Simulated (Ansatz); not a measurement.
Cl$_{3}$SW, doublet, at a GFN2-xTB geometry (such geometries of metal compounds can be far from the true shape) (the multiplicity is a formal guess) (core potentials on W); SVWN5/def2-TZVP run with Ansatz (a quantum-chemistry and plane-wave program).

The Ansatz input:
Ansatz 0.2 input:
```yaml
crystal:
  periodic: [false, false, false]
  atoms:
    - {symbol: W, position_ang: [0.12070208, 0.00324171, 0.05559254]}
    - {symbol: S, position_ang: [1.58902874, -0.87290878, -1.27642262]}
    - {symbol: Cl, position_ang: [0.64241926, 0.78946833, 1.98969859]}
    - {symbol: Cl, position_ang: [-1.06414172, 1.47005103, -1.18127642]}
    - {symbol: Cl, position_ang: [-1.59924304, -1.45206913, 0.15092572]}
basis:
  gaussian:
    orbitals: def2-TZVP
hamiltonian:
  xc: {name: SVWN5}
magnetization: {spin_polarized: true, initial_magnetization: 1}
output: {forces: true}
```

Write the output that Ansatz gives for this input, abridged.


```
Functional definition: SVWN5
1353 factors; their error is unknown
mean field evaluation 1: about -50073.9538 eV, gradient 1.9e1 eV
mean field evaluation 2: about -50057.8445 eV, gradient 5.9e1 eV
mean field evaluation 4: about -50075.4962 eV, gradient 1.0e1 eV
mean field evaluation 8: about -50075.9566 eV, gradient 3.3e-1 eV
mean field evaluation 16: about -50075.9481 eV, gradient 3.6e-4 eV
mean field evaluation 32: about -50075.4636 eV, gradient 2.0e0 eV
mean field evaluation 64: about -50075.7226 eV, gradient 1.2e0 eV
mean field -50075.94807336 eV, -1840.2571489994 hartree, gradient 6.3e-6 eV, S^2 0.754419; 7 other end points of the search recorded, 0 dependent functions left out
the calculation of the forces begins
reference -50075.94811025 eV, -1840.2571503551 hartree; 41, 40 occupied and 147, 148 virtual orbitals, 1353 factors
Total energy: -50075.94811025 eV, -1840.2571503551 hartree
Atom 0 at     0.120702     0.003242     0.055593 Å, force    -0.325489    -1.272903    -2.922789 eV/Å
Atom 1 at     1.589029    -0.872909    -1.276423 Å, force    -0.797669     0.677186     1.164978 eV/Å
Atom 2 at     0.642419     0.789468     1.989699 Å, force     0.636864     0.543677     1.448336 eV/Å
Atom 3 at    -1.064142     1.470051    -1.181276 Å, force     0.222713    -0.085567     0.205611 eV/Å
Atom 4 at    -1.599243    -1.452069     0.150926 Å, force     0.263581     0.137607     0.103865 eV/Å
Dipole moment:     0.102582     0.107172     0.276281 e Å
```
